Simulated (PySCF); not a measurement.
C3H5GaO2.
SMILES: `C1=C[O][GaH2-][O+]=C1`

Computed, not measured: PBE0-D3(BJ)/def2-SVP geometry optimisation, gas phase (PySCF 2.14.0).

Take the most abundant isotopes and a rigid rotor. 

Task: What are A, B and C (GHz)?

Result: Ia = 113.57, Ib = 227.37, Ic = 332.91 u·Å²; 505379 MHz·u·Å²/I gives 4450, 2223 and 1518 MHz, that is A = 4.4498, B = 2.2227, C = 1.5181 GHz.

Task: What kind of rotor is it?

Result: An asymmetric top. Ray's parameter κ = (2B − A − C)/(A − C) = -0.519; −1 is the prolate and +1 the oblate limit.

Task: Is it planar, by Δ = Ic − Ia − Ib?

Result: Not planar: Δ = Ic − Ia − Ib = -8.04 u·Å². For a rigid frame Δ = −2 Σ m c², so Σ m c² = 4.02 u·Å² lies off the ab plane, practically all of it from hydrogen. The atom farthest from that plane is 1.42 Å away.

Task: Where do the levels up to J = 2 lie, in MHz?

Result: Above 0(0,0):
J = 1: 1(0,1) 3741, 1(1,1) 5968, 1(1,0) 6672
J = 2: 2(0,2) 11080, 2(1,2) 12745, 2(1,1) 14859, 2(2,1) 21540, 2(2,0) 21682

Task: Which types of transition are allowed, and where do some lines up to J = 3 fall?

Result: The dipole components are |μa| = 2.97 D, |μb| = 0.00 D, |μc| = 0.00 D; the symmetry axis of this C2v structure is a, so μb and μc vanish by symmetry and there are no b-type or c-type lines. Some lines, for components of 0.1 D or more:

```json
{"type": "a", "branch": "Q", "J(Ka,Kc)": "3(2,1) ← 3(2,2)", "MHz": "677", "lower level (cm⁻¹)": "1.093"}
{"type": "a", "branch": "Q", "J(Ka,Kc)": "1(1,0) ← 1(1,1)", "MHz": "705", "lower level (cm⁻¹)": "0.199"}
{"type": "a", "branch": "Q", "J(Ka,Kc)": "2(1,1) ← 2(1,2)", "MHz": "2114", "lower level (cm⁻¹)": "0.425"}
{"type": "a", "branch": "R", "J(Ka,Kc)": "1(0,1) ← 0(0,0)", "MHz": "3741", "lower level (cm⁻¹)": "0.000"}
{"type": "a", "branch": "Q", "J(Ka,Kc)": "3(1,2) ← 3(1,3)", "MHz": "4209", "lower level (cm⁻¹)": "0.761"}
{"type": "a", "branch": "R", "J(Ka,Kc)": "2(1,2) ← 1(1,1)", "MHz": "6777", "lower level (cm⁻¹)": "0.199"}
{"type": "a", "branch": "R", "J(Ka,Kc)": "2(0,2) ← 1(0,1)", "MHz": "7339", "lower level (cm⁻¹)": "0.125"}
{"type": "a", "branch": "R", "J(Ka,Kc)": "2(1,1) ← 1(1,0)", "MHz": "8186", "lower level (cm⁻¹)": "0.223"}
{"type": "a", "branch": "R", "J(Ka,Kc)": "3(1,3) ← 2(1,2)", "MHz": "10084", "lower level (cm⁻¹)": "0.425"}
{"type": "a", "branch": "R", "J(Ka,Kc)": "3(0,3) ← 2(0,2)", "MHz": "10687", "lower level (cm⁻¹)": "0.370"}
{"type": "a", "branch": "R", "J(Ka,Kc)": "3(2,2) ← 2(2,1)", "MHz": "11222", "lower level (cm⁻¹)": "0.718"}
{"type": "a", "branch": "R", "J(Ka,Kc)": "3(2,1) ← 2(2,0)", "MHz": "11757", "lower level (cm⁻¹)": "0.723"}
{"type": "a", "branch": "R", "J(Ka,Kc)": "3(1,2) ← 2(1,1)", "MHz": "12179", "lower level (cm⁻¹)": "0.496"}
```

Task: Estimate the classical rotational partition function at 25 K, 50 K and 298.15 K.

Result: Point group C2v, symmetry number σ = 2; q = (√π/σ)·√((kT/h)³/(ABC)), k/h = 20836.6 MHz/K: 2720 at 25 K, 7690 at 50 K, 112000 at 298.15 K.

No PBE0-D3(BJ)/def2-SVP frequencies stand behind this structure, so it isn't proved a minimum. These are rigid-rotor constants of the computed structure; measured ground-state constants (B0) also hold zero-point vibration. Quadrupole hyperfine structure (69Ga) is left out.
